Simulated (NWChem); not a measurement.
System: CH$_{5}$Cl$_{2}$NSi; SMILES Cl[SiH](Cl)NC

The following NWChem deck was run.

```
start job
memory heap 200 mb stack 900 mb global 1100 mb
geometry units angstroms noautosym nocenter noautoz
  Si     0.025466     0.138015    -0.380176
  Cl    -0.536934     2.128847    -0.275451
  Cl     1.680529    -0.116886     0.870885
  N     -1.352879    -0.788529     0.060887
  C     -1.412439    -2.240161    -0.033260
  H      0.479248    -0.234008    -1.752084
  H     -1.973386    -0.379930     0.765511
  H     -1.026520    -2.766429     0.870150
  H     -2.452888    -2.583589    -0.213742
  H     -0.806893    -2.584650    -0.897101
end
basis spherical
  Si library def2-svp
  Cl library def2-svp
  N library def2-svp
  C library def2-svp
  H library def2-svp
end
dft
  xc pbe0
  iterations 150
end
cosmo
  do_cosmo_smd true
  solvent cychexon
end
task dft energy
```

Output (shortened):

```
             Northwest Computational Chemistry Package (NWChem) 7.3.0
             --------------------------------------------------------

                             Geometry "geometry" -> ""
                             -------------------------

 Output coordinates in angstroms (scale by  1.889725989 to convert to a.u.)

  No.       Tag          Charge          X              Y              Z
 ---- ---------------- ---------- -------------- -------------- --------------
    1 Si                  14.0000     0.02546600     0.13801500    -0.38017600
    2 Cl                  17.0000    -0.53693400     2.12884700    -0.27545100
    3 Cl                  17.0000     1.68052900    -0.11688600     0.87088500
    4 N                    7.0000    -1.35287900    -0.78852900     0.06088700
    5 C                    6.0000    -1.41243900    -2.24016100    -0.03326000
    6 H                    1.0000     0.47924800    -0.23400800    -1.75208400
    7 H                    1.0000    -1.97338600    -0.37993000     0.76551100
    8 H                    1.0000    -1.02652000    -2.76642900     0.87015000
    9 H                    1.0000    -2.45288800    -2.58358900    -0.21374200
   10 H                    1.0000    -0.80689300    -2.58465000    -0.89710100

 Effective nuclear repulsion energy (a.u.)     356.0115243049

                                 NWChem DFT Module
                                 -----------------

 Summary of "ao basis" -> "ao basis" (spherical)
 ------------------------------------------------------------------------------
       Tag                 Description            Shells   Functions and Types
 ---------------- ------------------------------  ------  ---------------------
 Si                         def2-svp                 8       18   4s3p1d
 Cl                         def2-svp                 8       18   4s3p1d
 N                          def2-svp                 6       14   3s2p1d
 C                          def2-svp                 6       14   3s2p1d
 H                          def2-svp                 3        5   2s1p

 in cosmo_initialize ...
 calling solv_data for solv:cychexon

 solvent parameters
 solvname_short: cychexon
 solvname_long:  cyclohexanone
 dielec:       15.6190
 dielecinf:     2.1045
 nonaqueous SMD model solvent descriptors
 dielec:       15.6190
 sola:          0.0000
 solb:          0.5600
 solc:          0.0000
 solg:         49.7600
 solh:          0.0000
 soln:          1.4507

[...]

                                COSMO-SMD solvation results
                                ---------------------------

             internal energy in gas <Psi(g)|H|Psi(g)> =     -1304.896923937339
         internal energy in solvent <Psi(s)|H|Psi(s)> =     -1304.896230030551
                               delta internal energy  =         0.000693906788 (    0.44 kcal/mol)
   total free energy in solvent <Psi(s)|H+V/2|Psi(s)> =     -1304.902951795069
 polarization energy contribution <Psi(s)|V/2|Psi(s)> =        -0.006721764518 (   -4.22 kcal/mol)
    total free energy in solvent including G(SMD-CDS) =     -1304.904362147892
                       G(SMD-CDS) energy contribution =        -0.001410352823 (   -0.89 kcal/mol)
     1 M fixed-concentration free energy of solvation =        -0.007438210553 (   -4.67 kcal/mol)

                       DFT Final Molecular Orbital Analysis
                       ------------------------------------

 Vector   31  Occ=2.000000D+00  E=-3.328701D-01
              MO Center=  5.6D-01,  7.2D-01,  1.5D-01, r^2= 4.2D+00
   Bfn.  Coefficient  Atom+Function         Bfn.  Coefficient  Atom+Function
  ----- ------------  ---------------      ----- ------------  ---------------
    48     -0.377137   3 Cl py               31      0.348660   2 Cl pz
    45     -0.279224   3 Cl py               28      0.259628   2 Cl pz
    49      0.249802   3 Cl pz               29      0.230394   2 Cl px
    46      0.180424   3 Cl pz               26      0.169273   2 Cl px
    42     -0.162327   3 Cl py               25      0.150466   2 Cl pz

 Vector   32  Occ=2.000000D+00  E=-3.294661D-01
              MO Center=  9.2D-01,  2.2D-01,  2.7D-01, r^2= 3.8D+00
   Bfn.  Coefficient  Atom+Function         Bfn.  Coefficient  Atom+Function
  ----- ------------  ---------------      ----- ------------  ---------------
    49      0.372608   3 Cl pz               48      0.297055   3 Cl py
    29     -0.272858   2 Cl px               46      0.272674   3 Cl pz
    47     -0.218864   3 Cl px               45      0.216768   3 Cl py
    26     -0.204370   2 Cl px               83      0.193706   6 H  s
    44     -0.160043   3 Cl px               43      0.158708   3 Cl pz

 Vector   33  Occ=2.000000D+00  E=-2.618911D-01
              MO Center= -1.1D+00, -9.6D-01,  8.3D-02, r^2= 2.5D+00
   Bfn.  Coefficient  Atom+Function         Bfn.  Coefficient  Atom+Function
  ----- ------------  ---------------      ----- ------------  ---------------
    60      0.405486   4 N  pz               63     -0.339012   4 N  pz
    58      0.291760   4 N  px               61     -0.256870   4 N  px
    93      0.202302   8 H  s                47     -0.188417   3 Cl px
    98     -0.142298   9 H  s                94      0.136404   8 H  s
    44     -0.123412   3 Cl px               74      0.122643   5 C  pz

 Vector   34  Occ=0.000000D+00  E= 2.730133D-02
              MO Center=  1.3D-01,  3.5D-01, -3.4D-01, r^2= 4.3D+00
   Bfn.  Coefficient  Atom+Function         Bfn.  Coefficient  Atom+Function
  ----- ------------  ---------------      ----- ------------  ---------------
    12      0.828902   1 Si py               71      0.606303   5 C  s
     3      0.592059   1 Si s                30      0.508613   2 Cl py
    22     -0.475360   2 Cl s                 4      0.368018   1 Si s
     9      0.311285   1 Si py              104     -0.295785  10 H  s
    99     -0.279862   9 H  s                29     -0.264193   2 Cl px

[...]
```

Level: PBE0/def2-SVP, SMD on the gas-phase geometry. Geometry: optimised at PBE-D3(BJ)/def2-SVP. Solvent: cyclohexanone.
